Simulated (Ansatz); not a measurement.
Geometry optimisation, RKS PBE-D4/def2-SVP (Ansatz).

Input file:

```yaml
crystal:
  periodic: [false, false, false]
  atoms:
    - { symbol: Al, position_ang: [0.033357, 0.726817, -0.550323] }
    - { symbol: H, position_ang: [-0.04366, 0.005313, 2.113731] }
    - { symbol: "N", position_ang: [1.598336, -0.028755, -0.901046] }
    - { symbol: H, position_ang: [1.745475, -0.871151, -1.459877] }
    - { symbol: H, position_ang: [2.494793, 0.379699, -0.628788] }
    - { symbol: "N", position_ang: [-1.55284, 0.033535, -0.93166] }
    - { symbol: H, position_ang: [-1.739122, -0.913268, -1.26633] }
    - { symbol: H, position_ang: [-2.424446, 0.558994, -0.841554] }
    - { symbol: Br, position_ang: [0.064863, 2.916214, 0.374243] }
    - { symbol: H, position_ang: [-0.009756, 0.723702, 2.036304] }
basis:
  gaussian: { orbitals: def2-SVP }
hamiltonian:
  xc: pbe
  dispersion: d4
relax:
  f_tol: 0.03
  max_steps: 50
```

Command:

```bash
$ ansatz run input.yaml --threads 2 --pin off --max-ram 3072MiB --backend cpu --events-out ev --progress --plain --runs-dir out
```

Where does it end, and by what steps?

The forces met the threshold. After 5 steps the energy has fallen by 0.119 eV; H10 moved furthest, 0.30 Å.

| step | energy less start (eV) | largest force component (eV/Å) | accepted |
| --- | --- | --- | --- |
| 0 | 0.0000 | 1.921 | yes |
| 1 | -0.1115 | 0.204 | yes |
| 2 | -0.1154 | 0.134 | yes |
| 3 | -0.1175 | 0.121 | yes |
| 4 | -0.1179 | 0.040 | yes |
| 5 | -0.1191 | 0.007 | yes |

```xyz
10
Properties=species:S:1:pos:R:3
Al 0.029 0.810 -0.647
H -0.028 -0.128 2.371
N 1.584 0.009 -0.956
H 1.713 -0.921 -1.357
H 2.488 0.429 -0.736
N -1.548 0.075 -1.006
H -1.707 -0.873 -1.353
H -2.438 0.554 -0.863
Br 0.060 2.937 0.172
H 0.013 0.639 2.320
```

Whether the end is a true minimum wasn't checked by a vibrational analysis.

Run time: 15 s on 2 threads of Arm Neoverse V1 (shared host), peak memory 0.15 GiB.
